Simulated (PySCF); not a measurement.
**Computed properties of YCl3, SMILES [Cl][Y]([Cl])[Cl]**

YCl3, SMILES [Cl][Y]([Cl])[Cl]. Coordinates come from a B3LYP-D3(BJ)/def2-SVP optimisation. The isomer is the one that the SMILES or the coordinates give; other isomers of the formula were not compared. The def2 effective core potentials stand for the cores of Y; spin–orbit coupling is left out. Other conformers were not sampled. All values are computed for the isolated molecule unless a solvent is named; none is compared with measurement here.

**Structure.** The optimised structure has D3h symmetry. All 6 harmonic modes at B3LYP-D3(BJ)/def2-SVP (PySCF) are real, so it is a minimum. With heavy atoms numbered as in [Y:1]([Cl:2])([Cl:3])[Cl:4], the shortest bond between them is Y1–Cl2 at 2.448 Å and the longest Y1–Cl3 at 2.448 Å.

**Vibrations.** The strongest infrared lines (harmonic, unscaled, degenerate partners summed) lie at 392 cm⁻¹ (228 km/mol, Cl 60 %, Y 40 %), 41 cm⁻¹ (41 km/mol, Y 54 %, Cl 46 %), 83 cm⁻¹ (9 km/mol, Cl 85 %, Y 15 %). The softest mode is at 41 cm⁻¹ and the zero-point energy is 1.9 kcal/mol.

**Electronic structure.** M06-2X/def2-TZVPD (PySCF) places the frontier levels at -10.44 and -2.47 eV, a gap of 7.97 eV, and gives a dipole moment of 0.00 D and a mean polarisability of 78.5 bohr³. PBE/def2-TZVPD (PySCF) at the same geometry gives -7.77 and -3.72 eV, so its gap is 3.92 eV narrower. An orbital gap is neither the optical nor the fundamental gap.

**Excitations.** TDA-PBE0/def2-SVPD (PySCF) has S1 at 4.95 eV (251 nm, f = 0.000, dark); the most intense of the 10 singlets computed lies at 5.23 eV (f = 0.06). Strengths of degenerate partners are summed. T1 (TDA) is at 4.93 eV, 0.02 eV under S1. TDA-PBE/def2-SVPD (PySCF) puts S1 at 4.05 eV. No vertical singlet excitation falls in the visible range (under 3.1 eV).
